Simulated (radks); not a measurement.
Results of a calculation; reference values are marked as such.
Problem. The mean radii <r> (bohr) of the occupied orbitals of an atom or ion are listed with their occupations. Level of theory: Dirac Kohn-Sham, SOGGA, spin-unpolarised, spherical densities, finite nucleus; Fermi nuclear charge, rms radius of each element as measured or else 0.836 A^(1/3) + 0.57 fm (a radial shooting solver on a logarithmic mesh with Libxc functionals).

orbital  occ.      <r>
1s1/2       2  0.02112
2s1/2       2  0.08925
2p1/2       2  0.07439
2p3/2       4  0.08144
3s1/2       2   0.2342
3p1/2       2   0.2238
3p3/2       4   0.2372
3d3/2       4   0.2097
3d5/2       6   0.2138
4s1/2       2   0.5301
4p1/2       2   0.5406
4p3/2       4   0.5713
4d3/2       4   0.6039
4d5/2       6   0.6149
5s1/2       2    1.301
5p1/2       2    1.465
5p3/2       4    1.566
4f5/2       6   0.8591
4f7/2       4   0.8772

Name the element and its charge. Open shells, if any, fill j = l - 1/2 first.

Solution. Z = 66, dysprosium, charge +2: Dy2+ in [Xe] 4f10. The 1s radius gives Z: for a bare nucleus <r> = (2 gamma + 1)/(2Z) with gamma = sqrt(1 - (Z/c)^2), 0.02085 bohr for Z = 66, and screening makes it slightly larger (0.02112 here). The occupations add up to 64, and the charge is Z minus that.
